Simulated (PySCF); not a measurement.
PySCF was given this input:
```python
from pyscf import gto, scf, dft

mol = gto.Mole()
mol.atom = '''
    O    -1.61038921   -0.05734526   -0.06614538
    C    -0.58674147    0.48825900    0.14288258
    S     1.02522266   -0.15442449   -0.02050827
'''
mol.basis = '3-21g'
mol.spin = 2
mol.verbose = 4
mol.build()

mf = dft.UKS(mol)
mf.xc = 'blyp'
mf.kernel()
mf.analyze()
```

Task: Predict the HOMO energy from BLYP/3-21G run with PySCF.

Result: -4.49 eV

Task: What total energy does BLYP/3-21G give?

Result: -508.7872 Eh

Task: What nuclear repulsion energy does BLYP/3-21G give?

Result: 76.3741 Eh

Task: Estimate the <S^2> that BLYP/3-21G returns for this input.

Result: 2.001

These values belong to the state on which the SCF converged, which isn't shown to be the lowest.
